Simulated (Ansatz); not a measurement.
Stepwise reaction of `[SiH3][SnH2][SiH3]` with hydrogen, as a gas-phase model of exchange steps in deposition or etching. ΔE in kJ/mol; ΔG adds harmonic PBE0-D4 terms to CCSD(T)/CBS, at 1 bar.

Isolated molecules relaxed with PBE0-D4/def2-TZVP in Ansatz; ΔE leaves out vibrations. CCSD(T)/CBS adds triple-zeta CCSD(T) − MP2 to the extrapolated MP2 energy (def2 sets, frozen cores). This one scheme is used for every species. Functionals use def2-TZVPP. B3LYP here is the variant with VWN-RPA as its local correlation; programs differ in this. Elements past krypton have def2 core potentials. For Sn outer-core shells are correlated without core-valence functions, which leaves a few kJ/mol of doubt a bond.

```tsv
step	reaction	PBE-D4	B3LYP-D4	ωB97M-V	CCSD(T)/CBS	ΔG(600 K)
1	`[SiH3][SnH2][SiH3]` + H₂ → `[SiH3][SnH3]` + SiH₄	20.4	9.7	6.6	14.6	17.7
2	`[SiH3][SnH3]` + H₂ → `[SnH4]` + SiH₄	16.9	6.0	3.3	11.6	19.5
```

Task: By hand: ΔE of the 2 steps together at CCSD(T)/CBS.

Result: (14.6) + (11.6) = 26.2 kJ/mol, or 13.1 kJ/mol a step.

In ΔE the steps differ by no more than 3.0 kJ/mol. All are uphill at CCSD(T)/CBS. ΔG lies between 17.7 and 19.5 kJ/mol a step. PBE-D4 differs from CCSD(T)/CBS by 5.3 to 5.8 kJ/mol a step. Isolated molecules leave out the surface, adducts and barriers. Largest T1 diagnostic: 0.013.
